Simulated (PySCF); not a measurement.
Simulation results for CH₆AlB₂, H₆N₃Si

Computed with PySCF 2.14.0. Calculation on a computer-drawn molecule: optimised geometry and harmonic frequencies of an isolated molecule of the commonest isotopes, restricted reference for singlets and unrestricted otherwise, frozen core in MP2.

Common to all runs: method HF; basis cc-pV(D+d)Z.

```yaml
- entry: 1
  formula: CH6AlB2
  start_structure:
    atoms_angstrom:
      - [B, 1.372, -1.7875, 0.1311]
      - [C, 0.0714, -1.0023, 0.141]
      - [B, -0.905, -1.072, -1.0797]
      - [Al, -2.6983, -0.2913, -0.2085]
      - [H, 1.708, -2.8007, 0.2931]
      - [H, 0.1529, 0.0959, 0.0675]
      - [H, -0.521, -1.0689, 1.1183]
      - [H, -0.5071, -1.3852, -2.1218]
      - [H, -4.1347, -0.03, -0.849]
      - [H, -2.5699, 0.0617, 1.3066]
  given:
    charge: 0
    multiplicity: 2
    drawn_bonds_atom: [1, 2, 3, 1, 2, 2, 3, 4, 4]
    drawn_bonds_other_atom: [2, 3, 4, 5, 6, 7, 8, 9, 10]
    drawn_bonds_order: [1, 1, 1, 1, 1, 1, 1, 1, 1]
  results:
    "rotational_constants [GHz]": null
- entry: 2
  formula: H6N3Si
  start_structure:
    atoms_angstrom:
      - ["N", -0.4755, -0.8585, 0.086]
      - [Si, -1.9942, -0.5779, -0.4855]
      - ["N", -2.6483, -1.6744, -1.5989]
      - ["N", -2.9284, 0.7242, 0.0352]
      - [H, -0.0836, -0.2239, 0.8789]
      - [H, 0.2276, -1.5069, -0.2769]
      - [H, -2.2243, -2.5779, -1.8994]
      - [H, -3.5175, -1.5186, -2.0119]
      - [H, -3.8667, 0.8371, -0.095]
      - [H, -2.5661, 1.5181, 0.6019]
  given:
    charge: 1
    multiplicity: 1
    drawn_bonds_atom: [1, 2, 2, 1, 1, 3, 3, 4, 4]
    drawn_bonds_other_atom: [2, 3, 4, 5, 6, 7, 8, 9, 10]
    drawn_bonds_order: [1, 1, 1, 1, 1, 1, 1, 1, 1]
  results:
    "total_energy [hartree]": null
    "rotational_constants [GHz]": null
```

Question: CH₆AlB₂ (entry 1): rotational constants?
Answer: 20.34, 2.165, 2.141 GHz

Question: Estimate the total energy of H₆N₃Si (entry 2).
Answer: -455.6673 hartree

Question: H₆N₃Si (entry 2): rotational constants?
Answer: 6.907, 6.906, 3.457 GHz

Question: Give the table of modes values for H₆N₃Si (entry 2).
Answer: 
Modes:
```tsv
frequency (cm⁻¹)	reduced mass (dalton)
126.4	1.008
288.9	2.598
288.9	2.598
362	7.405
414.6	1.039
414.7	1.039
488.3	1.231
488.4	1.231
539.9	1.19
762	1.169
860.6	4.893
886.1	1.426
886.1	1.426
1148	5.329
1148	5.33
1673	1.137
1673	1.137
1694	1.109
3763	1.051
3763	1.051
3774	1.053
3859	1.097
3861	1.099
3861	1.099
```

Further results for CH₆AlB₂ (entry 1):

```
total energy                                  : -332.5389 hartree
spin squared                                  : 0.7535
convergence status largest gradient component : 2.174e-05 hartree/bohr
```

Optimised structure:
```xyz
10
CH6AlB2
B      1.1991    -2.1466    -0.2350
C      0.3280    -0.9646     0.2862
B     -0.8416    -0.6164    -0.7388
Al    -2.9119    -0.2922    -0.2234
H      1.1635    -3.2936     0.1163
H      0.9325    -0.0423     0.2194
H     -0.0044    -1.0937     1.3201
H     -0.4922    -0.4936    -1.8897
H     -3.9666    -1.4794    -0.2685
H     -3.4382     1.1421     0.2119
```

Modes:
```tsv
frequency (cm⁻¹)	reduced mass (dalton)
55.16	2.753
112.3	1.099
166	2.506
180	1.495
338.1	2.818
373.2	1.097
521.3	2.392
632.4	1.434
736.6	1.178
756.7	1.246
841.6	1.133
851.3	1.484
980.5	1.825
1022	1.842
1053	1.913
1121	1.751
1288	1.423
1515	1.119
1952	1.058
1959	1.026
2628	1.088
2710	1.095
3096	1.065
3196	1.092
```

Further results for H₆N₃Si (entry 2):

```
convergence status largest gradient component : 1.052e-05 hartree/bohr
```

Optimised structure:
```xyz
10
H6N3Si
N     -0.4828    -0.8022     0.0836
Si    -2.0078    -0.5859    -0.4766
N     -2.6424    -1.6442    -1.5551
N     -2.8980     0.6888     0.0419
H     -0.0770    -0.2598     0.8248
H      0.1522    -1.4923    -0.2752
H     -2.1961    -2.5020    -1.8259
H     -3.5216    -1.5088    -2.0207
H     -3.8706     0.8161    -0.1728
H     -2.5329     1.4316     0.6104
```
